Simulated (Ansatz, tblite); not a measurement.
Forces on Sn(OEt)4 (C8H20O4Sn) at its PBE-D4/def2-SVP geometry. The state is a singlet with charge 0.

In the def2 sets Sn takes a core potential; there is no spin–orbit coupling. The xTB rows come from tblite.

GFN1-xTB (tblite), largest force 1.08 eV/Å:

```xyz
33
positions Å, forces eV/Å
Sn    0.001    0.002   -0.002    0.000    0.000    0.003
O     1.084    1.646    0.365    0.015    0.413   -0.999
C     1.336    2.557   -0.709   -0.446   -0.497   -0.077
C     2.332    3.597   -0.219    0.514    0.449    0.366
H     1.743    2.027   -1.603   -0.141    0.181    0.539
H     0.393    3.059   -1.034    0.418   -0.275    0.284
H     2.547    4.339   -1.015   -0.180   -0.465    0.386
H     1.929    4.135    0.663    0.182   -0.320   -0.470
H     3.284    3.113    0.078   -0.528    0.221   -0.161
O     0.770   -0.821   -1.657   -0.761   -0.746   -0.180
C     0.087   -1.927   -2.256   -0.182    0.218    0.609
C     0.756   -2.226   -3.589    0.417   -0.035   -0.653
H     0.135   -2.829   -1.598    0.087    0.502   -0.271
H    -0.994   -1.699   -2.413    0.585    0.016    0.055
H     0.270   -3.091   -4.086    0.209    0.480    0.353
H     0.688   -1.349   -4.264    0.023   -0.447    0.394
H     1.829   -2.464   -3.440   -0.581    0.143   -0.036
O    -1.945    0.298   -0.370   -0.319    0.264    1.000
C    -2.792    0.720    0.703    0.669    0.004    0.076
C    -4.232    0.664    0.214   -0.678   -0.087   -0.367
H    -2.667    0.067    1.600   -0.042    0.227   -0.545
H    -2.541    1.760    1.023   -0.072   -0.500   -0.282
H    -4.928    1.001    1.009    0.468   -0.178   -0.388
H    -4.367    1.318   -0.671    0.120   -0.351    0.477
H    -4.503   -0.370   -0.078    0.187    0.548    0.160
O     0.094   -1.115    1.657    1.064    0.067    0.185
C     1.371   -1.346    2.262   -0.039    0.279   -0.611
C     1.141   -2.039    3.596   -0.256   -0.331    0.652
H     2.012   -1.986    1.607   -0.432    0.272    0.270
H     1.925   -0.389    2.417   -0.405   -0.425   -0.056
H     2.107   -2.255    4.097   -0.496    0.164   -0.355
H     0.532   -1.400    4.266    0.319   -0.319   -0.393
H     0.601   -2.996    3.448    0.283    0.530    0.036
```

GFN2-xTB (tblite), largest force 0.73 eV/Å:

```
Sn 0.000 0.000 0.004
O -0.053 0.285 -0.672
C -0.227 -0.087 -0.335
C 0.470 0.436 0.293
H -0.134 0.217 0.556
H 0.446 -0.261 0.283
H -0.189 -0.509 0.442
H 0.217 -0.367 -0.531
H -0.613 0.257 -0.181
O -0.498 -0.530 -0.067
C -0.301 -0.149 0.243
C 0.352 -0.070 -0.607
H 0.086 0.500 -0.303
H 0.612 -0.004 0.035
H 0.246 0.536 0.379
H 0.033 -0.517 0.457
H -0.660 0.170 -0.049
O -0.178 0.229 0.671
C 0.217 0.115 0.334
C -0.638 -0.063 -0.294
H -0.073 0.245 -0.561
H -0.102 -0.513 -0.281
H 0.506 -0.201 -0.445
H 0.131 -0.407 0.539
H 0.217 0.636 0.179
O 0.728 0.015 0.070
C 0.313 0.123 -0.243
C -0.187 -0.307 0.606
H -0.431 0.272 0.302
H -0.408 -0.459 -0.035
H -0.562 0.175 -0.381
H 0.364 -0.373 -0.456
H 0.316 0.606 0.049
```

PBE0-D4/def2-TZVP (Ansatz), largest force 1.02 eV/Å:

```
Sn -0.001 -0.001 0.006
O -0.568 -0.652 -0.534
C -0.089 0.030 -0.271
C 0.146 0.119 0.128
H -0.187 0.232 0.496
H 0.462 -0.279 0.223
H -0.115 -0.365 0.361
H 0.184 -0.267 -0.442
H -0.473 0.230 -0.160
O -0.636 0.119 0.784
C -0.222 -0.170 0.069
C 0.137 0.007 -0.183
H 0.023 0.497 -0.310
H 0.572 -0.061 0.077
H 0.214 0.410 0.253
H 0.019 -0.434 0.341
H -0.536 0.111 -0.059
O 0.863 -0.014 0.533
C 0.038 0.088 0.271
C -0.188 -0.031 -0.130
H -0.049 0.295 -0.501
H -0.099 -0.537 -0.222
H 0.350 -0.160 -0.364
H 0.079 -0.317 0.449
H 0.144 0.513 0.159
O 0.342 0.548 -0.782
C 0.273 0.051 -0.069
C -0.099 -0.097 0.182
H -0.386 0.317 0.309
H -0.339 -0.467 -0.077
H -0.447 0.115 -0.255
H 0.312 -0.306 -0.340
H 0.277 0.475 0.059
```
